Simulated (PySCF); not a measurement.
Z-matrix (Å, degrees):
```
Si
C 1 1.9055
H 2 1.1126 1 107.92
H 2 1.1129 3 105.33 1 115.01
C 2 1.5353 3 110.23 4 118.92
H 5 1.1100 2 111.70 3 62.68
H 5 1.1102 6 106.85 2 -122.31
H 5 1.1102 6 107.04 7 -114.42
C 1 1.9055 2 109.74 3 -179.61
H 9 1.1126 1 107.92 2 -179.61
H 9 1.1129 10 105.33 1 115.01
C 9 1.5353 10 110.23 11 118.92
H 12 1.1100 9 111.70 10 62.68
H 12 1.1102 13 106.85 9 -122.31
H 12 1.1102 13 107.04 14 -114.42
C 1 1.9055 2 109.34 3 -59.70
H 16 1.1126 1 107.92 2 -60.47
H 16 1.1129 17 105.33 1 -115.01
C 16 1.5353 17 110.23 18 -118.92
H 19 1.1100 16 111.70 17 -62.68
H 19 1.1102 20 106.85 16 122.31
H 19 1.1102 20 107.04 21 114.42
C 1 1.9055 2 109.34 3 60.47
H 23 1.1126 1 107.92 2 59.70
H 23 1.1129 24 105.33 1 -115.01
C 23 1.5353 24 110.23 25 -118.92
H 26 1.1100 23 111.70 24 -62.68
H 26 1.1102 27 106.85 23 122.31
H 26 1.1102 27 107.04 28 114.42
```
Charge 0, multiplicity 1.

**Question.** What is the computed S1 oscillator strength, total energy, HOMO, HOMO–LUMO gap and dipole moment (PBE-D3(BJ)/def2-TZVP // PBE-D3(BJ)/def2-SVP (PySCF))?

**Answer.** 
| Item | Result |
|---|---|
| S1 oscillator strength | 0.004 |
| total energy | -16488.86 eV |
| HOMO | -6.38 eV |
| HOMO–LUMO gap | 6.49 eV |
| dipole moment | 0.00 D |
